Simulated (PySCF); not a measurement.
# p-toluquinone in a uniform electric field

p-toluquinone, C7H6O2.
Geometry (PBE0-D3(BJ)/def2-SVP, Å), atoms numbered from 1 in this order:
```xyz
15
C7H6O2 angstrom
C      2.213    0.028   -0.271
C      0.737   -0.064   -0.106
C      0.055   -1.218    0.036
C     -1.412   -1.264    0.206
O     -2.005   -2.316    0.340
C     -2.138    0.030    0.212
C     -1.482    1.190    0.071
C     -0.010    1.233   -0.100
O      0.574    2.289   -0.234
H      2.462    0.577   -1.192
H      2.653    0.610    0.555
H      2.678   -0.966   -0.300
H      0.558   -2.189    0.035
H     -3.223   -0.029    0.339
H     -1.985    2.160    0.071
```

Level: B3LYP/def2-SVPD (PySCF); nuclei fixed, core orbitals frozen in the response. Permanent dipole (0.745, 0.345, -0.092) D (1 au = 2.5417 D). Static polarisability (au):

```
x   102.98  20.65  -6.89
y    20.65 113.11  -5.94
z    -6.89  -5.94  53.26
```

Only the terms in μ and α are kept: μ(F) = μ + αF and ΔE = −μ·F − ½ F·αF.

Task: A field of 0.01 au (0.514 V/Å) is applied along each axis in both senses. Find the induced dipole, the size of the total dipole and the two energy terms.

Result: 
```json
{"field along": "+x", "induced x (D)": "2.617", "induced y (D)": "0.525", "induced z (D)": "-0.175", "total size (D)": "3.483", "−μ·F (kJ/mol)": "-7.695", "−½F·αF (kJ/mol)": "-13.519"}
{"field along": "−x", "induced x (D)": "-2.617", "induced y (D)": "-0.525", "induced z (D)": "0.175", "total size (D)": "1.883", "−μ·F (kJ/mol)": "+7.695", "−½F·αF (kJ/mol)": "-13.519"}
{"field along": "+y", "induced x (D)": "0.525", "induced y (D)": "2.875", "induced z (D)": "-0.151", "total size (D)": "3.470", "−μ·F (kJ/mol)": "-3.564", "−½F·αF (kJ/mol)": "-14.849"}
{"field along": "−y", "induced x (D)": "-0.525", "induced y (D)": "-2.875", "induced z (D)": "0.151", "total size (D)": "2.540", "−μ·F (kJ/mol)": "+3.564", "−½F·αF (kJ/mol)": "-14.849"}
{"field along": "+z", "induced x (D)": "-0.175", "induced y (D)": "-0.151", "induced z (D)": "1.354", "total size (D)": "1.398", "−μ·F (kJ/mol)": "+0.950", "−½F·αF (kJ/mol)": "-6.992"}
{"field along": "−z", "induced x (D)": "0.175", "induced y (D)": "0.151", "induced z (D)": "-1.354", "total size (D)": "1.784", "−μ·F (kJ/mol)": "-0.950", "−½F·αF (kJ/mol)": "-6.992"}
```

Task: For the field (-0.0080, -0.0060, -0.0070) au, what is the induced dipole, and what angle does it make with the field?

Result: αF = (-2.286, -2.039, -0.717) D, at 22.3° to the field. The polarisability along this direction, F·αF/F², is 93.85 au, against a mean of 89.79 au.

Task: At what field along the permanent dipole would the induced dipole along it equal the permanent one, in this linear picture?

Result: The polarisability along the dipole is 121.62 au, so F = 0.3250 au / 121.62 au = 0.0027 au = 0.14 V/Å; higher-order terms are ignored.

Task: What field makes μF equal to kT at 100 K?

Result: kT = 0.3167 × 10⁻³ Eh, so F = 0.000974 au = 5.01 MV/cm.

Task: A unit point charge sits 10 Å away. Estimate the induction energy −αe²/2R⁴ with the mean polarisability, treating the molecule as a point.

Result: R = 18.90 bohr, so the energy is −89.8/(2 × 18.90⁴) Eh = -0.924 kJ/mol. The charge–dipole term at its most favourable orientation, −μe/R², is -2.39 kJ/mol.

Isolated species at its PBE0-D3(BJ)/def2-SVP geometry, gas phase.

The run behind these numbers computed excited states as well. Time: 48 s. Hardware: Arm Neoverse V2, one thread, no GPU, on a shared host.
